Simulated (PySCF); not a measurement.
# How methods differ on the excitation energy of Te⁺

Te⁺ [Kr] 4d10 5s2 5p3 (4S) → Te⁺ [Kr] 4d10 5s1 5p3 6s1 (6S), as a difference of total energies. Computed with PySCF 2.14 in aug-cc-pVTZ-PP with one added diffuse shell each of d, f type with ECP28MDF (6s5p5d3f, 67 functions), with a scalar-relativistic core potential. Correlated levels: valence: 4s2 4p6 4d10 frozen. The calculations carry no spin-orbit coupling.

```csv
method,excitation energy (eV)
UHF,15.387
MP2 (valence),16.411
SCS-MP2 (valence),16.832
CCSD (valence),16.557
CCSD(T) (valence),16.602
```

How much does correlation contribute at CCSD(T) (valence)?

16.602 − (15.387) = 1.215 eV, measured against UHF.

The promoted electron is Rydberg-like, and one or two diffuse shells describe it only roughly, which tends to raise the upper state.
